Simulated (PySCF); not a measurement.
Species: C2H13NSi3.
Cartesian coordinates in Å at the PBE0-D3(BJ)/def2-SVP level; atoms count from 1:
```xyz
19
C2H13NSi3 angstrom
N      2.3329    0.5682    0.3240
C      1.8304   -0.7748    0.5900
Si     0.4296   -1.3673   -0.5444
C     -1.0597   -0.2008   -0.4913
Si    -1.9342   -0.2195    1.1776
Si    -0.7192    1.5621   -1.0662
H      2.5237    0.7160   -0.6645
H      1.6713    1.2829    0.6147
H      1.5020   -0.8297    1.6420
H      2.6615   -1.5004    0.5235
H     -0.0156   -2.7504   -0.1709
H      0.9428   -1.4010   -1.9535
H     -1.7781   -0.6138   -1.2258
H     -2.3922   -1.6008    1.5209
H     -0.9974    0.2479    2.2465
H     -3.1196    0.6936    1.1690
H      0.3018    1.6062   -2.1588
H     -0.2302    2.4124    0.0650
H     -1.9822    2.1779   -1.5782
```

Level: PBE0/pcSseg-1 in PySCF, non-relativistic, on one gas-phase PBE0-D3(BJ)/def2-SVP geometry that isn't relaxed in the solvent. The solvent is an IEF-PCM continuum (Bondi radii, 1.10 Å for H, scaled by 1.2). Specific hydrogen bonds and non-electrostatic terms are outside this model.

```tsv
run	E − E(gas) (kcal/mol)	HOMO (eV)	HOMO–LUMO gap (eV)	dipole (D)
gas	0.00	-6.52	6.62	1.11
P	-4.24	-6.48	6.85	1.36
Q	-1.62	-6.49	6.71	1.21
```

Q: The runs were made in acetonitrile and cyclohexane. Which run belongs to which solvent?

A: P = acetonitrile, Q = cyclohexane. The dielectric constants are 2.017 (cyclohexane), 35.69 (acetonitrile), and the energy falls further as ε rises. In this model the ground state sees the solvent through ε alone.

Q: How constant is the ratio of the lowering to (ε − 1)/(2ε + 1)?

A: 
```tsv
solvent	(ε − 1)/(2ε + 1)	E − E(gas) (kcal/mol)	ratio (kcal/mol)	polarisation term (kcal/mol)
cyclohexane	0.202	-1.62	-8.0	-1.68
acetonitrile	0.479	-4.24	-8.8	-4.68
```

The ratio changes by +10.2 % in size from cyclohexane to acetonitrile. The polarisation term is half the interaction of the solute with the induced surface charges.
